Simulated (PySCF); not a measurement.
B(OH)(SeH)2 (BH₃OSe₂), SMILES OB([SeH])[SeH]. Geometry optimised at PBE0-D3(BJ)/def2-SVP. The structure was generated by enumeration, and PubChem lists no compound with its InChIKey, so it may never have been made. The values are those of a single conformer.

Computed equilibrium geometry at PBE0-D3(BJ)/def2-SVP (PySCF confirms it by a frequency run) as a Z-matrix, and its point group (one conformer of several):
point group Cs.
```
B
O 1 1.3505
H 2 0.9617 1 115.13
Se 1 1.9543 2 115.51 3 180.00
H 4 1.4698 1 95.21 2 180.00
Se 1 1.9615 2 125.35 3 0.00
H 6 1.4736 1 96.02 2 0.00
```
Charge 0, spin multiplicity 1.
